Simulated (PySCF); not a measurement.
Isomers of C6H12ClFO, mass 154.056 u with the commonest isotopes. Level of theory: PBE0-D3(BJ)/def2-SVP geometry optimisation, gas phase in PySCF 2.14.0. One conformer each, none proved a minimum here; rigid rotors.

Question: Order these by rotational constant A, smallest first.
A. `[CH3:1][CH:2]([CH3:3])[O:4][C@@H:5]([CH3:6])[C@@H:7]([F:8])[Cl:9]` with C1–C2–O4–C5 154°, C2–O4–C5–C6 141°, O4–C5–C7–F8 58°
B. `[CH3:1][O:2][C@:3]([CH3:4])([CH2:5][F:6])[CH2:7][CH2:8][Cl:9]` with C1–O2–C3–C4 58°, O2–C3–C5–F6 77°, O2–C3–C7–C8 -54°, C3–C7–C8–Cl9 177°
C. `[CH3:1][CH2:2][C@@H:3]([CH2:4][O:5][CH3:6])[C@H:7]([F:8])[Cl:9]` with C1–C2–C3–C4 69°, C2–C3–C4–O5 -178°, C3–C4–O5–C6 -177°, C2–C3–C7–F8 59°
D. `[CH3:1][C@@H:2]([F:3])[CH2:4][CH2:5][C@@H:6]([Cl:7])[CH2:8][OH:9]` with C1–C2–C4–C5 -178°, C2–C4–C5–C6 177°, C4–C5–C6–Cl7 62°, C5–C6–C8–O9 179°, C6–C8–O9–H 54°
E. `[CH3:1][CH2:2][C@@H:3]([CH2:4][O:5][CH3:6])[C@@H:7]([F:8])[Cl:9]` with C1–C2–C3–C4 68°, C2–C3–C4–O5 -177°, C3–C4–O5–C6 179°, C2–C3–C7–F8 -55°
F. `[CH3:1][CH:2]([CH3:3])[O:4][C@@H:5]([CH3:6])[C@H:7]([F:8])[Cl:9]` with C1–C2–O4–C5 158°, C2–O4–C5–C6 130°, O4–C5–C7–F8 -176°

Answer: C (1295 MHz), E (1485 MHz), F (1806 MHz), A (2378 MHz), B (2611 MHz), D (2706 MHz).

Question: Order these by out-of-plane moment Σ m c² = (Ia + Ib − Ic)/2, largest first.
A. `[CH3:1][CH:2]([CH3:3])[O:4][C@@H:5]([CH3:6])[C@H:7]([F:8])[Cl:9]` with C1–C2–O4–C5 158°, C2–O4–C5–C6 130°, O4–C5–C7–F8 -176°
B. `[CH3:1][CH2:2][C@@H:3]([CH2:4][O:5][CH3:6])[C@H:7]([F:8])[Cl:9]` with C1–C2–C3–C4 69°, C2–C3–C4–O5 -178°, C3–C4–O5–C6 -177°, C2–C3–C7–F8 59°
C. `[CH3:1][C@@H:2]([F:3])[CH2:4][CH2:5][C@@H:6]([Cl:7])[CH2:8][OH:9]` with C1–C2–C4–C5 -178°, C2–C4–C5–C6 177°, C4–C5–C6–Cl7 62°, C5–C6–C8–O9 179°, C6–C8–O9–H 54°
D. `[CH3:1][CH2:2][C@@H:3]([CH2:4][O:5][CH3:6])[C@@H:7]([F:8])[Cl:9]` with C1–C2–C3–C4 68°, C2–C3–C4–O5 -177°, C3–C4–O5–C6 179°, C2–C3–C7–F8 -55°
E. `[CH3:1][CH:2]([CH3:3])[O:4][C@@H:5]([CH3:6])[C@@H:7]([F:8])[Cl:9]` with C1–C2–O4–C5 154°, C2–O4–C5–C6 141°, O4–C5–C7–F8 58°
F. `[CH3:1][O:2][C@:3]([CH3:4])([CH2:5][F:6])[CH2:7][CH2:8][Cl:9]` with C1–O2–C3–C4 58°, O2–C3–C5–F6 77°, O2–C3–C7–C8 -54°, C3–C7–C8–Cl9 177°

Answer: B (88.55 u·Å²), D (70.02 u·Å²), F (64.17 u·Å²), E (51.50 u·Å²), A (43.23 u·Å²), C (18.94 u·Å²).

Question: Order these by rotational constant C, smallest first.
A. `[CH3:1][O:2][C@:3]([CH3:4])([CH2:5][F:6])[CH2:7][CH2:8][Cl:9]` with C1–O2–C3–C4 58°, O2–C3–C5–F6 77°, O2–C3–C7–C8 -54°, C3–C7–C8–Cl9 177°
B. `[CH3:1][CH2:2][C@@H:3]([CH2:4][O:5][CH3:6])[C@@H:7]([F:8])[Cl:9]` with C1–C2–C3–C4 68°, C2–C3–C4–O5 -177°, C3–C4–O5–C6 179°, C2–C3–C7–F8 -55°
C. `[CH3:1][CH:2]([CH3:3])[O:4][C@@H:5]([CH3:6])[C@H:7]([F:8])[Cl:9]` with C1–C2–O4–C5 158°, C2–O4–C5–C6 130°, O4–C5–C7–F8 -176°
D. `[CH3:1][C@@H:2]([F:3])[CH2:4][CH2:5][C@@H:6]([Cl:7])[CH2:8][OH:9]` with C1–C2–C4–C5 -178°, C2–C4–C5–C6 177°, C4–C5–C6–Cl7 62°, C5–C6–C8–O9 179°, C6–C8–O9–H 54°
E. `[CH3:1][CH2:2][C@@H:3]([CH2:4][O:5][CH3:6])[C@H:7]([F:8])[Cl:9]` with C1–C2–C3–C4 69°, C2–C3–C4–O5 -178°, C3–C4–O5–C6 -177°, C2–C3–C7–F8 59°

Answer: D (473.1 MHz), A (569.1 MHz), B (656.8 MHz), C (690.1 MHz), E (716.7 MHz).

```csv
SMILES,point group,Ia (u·Å²),Ib (u·Å²),Ic (u·Å²),κ,μa (D),μb (D),μc (D)
CO[C@](C)(CF)CCCl,C1,193.55,822.77,887.99,-0.96,1.50,0.03,0.68
CC[C@@H](COC)[C@@H](F)Cl,C1,340.41,569.12,769.48,-0.44,2.64,1.13,0.16
CC(C)O[C@@H](C)[C@H](F)Cl,C1,279.80,538.99,732.32,-0.56,1.38,0.94,0.21
CC[C@@H](COC)[C@H](F)Cl,C1,390.31,491.95,705.17,0.07,2.29,1.39,0.47
C[C@@H](F)CC[C@@H](Cl)CO,C1,186.78,919.38,1068.30,-0.93,1.45,1.10,0.55
CC(C)O[C@@H](C)[C@@H](F)Cl,C1,212.52,673.03,782.55,-0.88,1.14,0.91,0.12
```
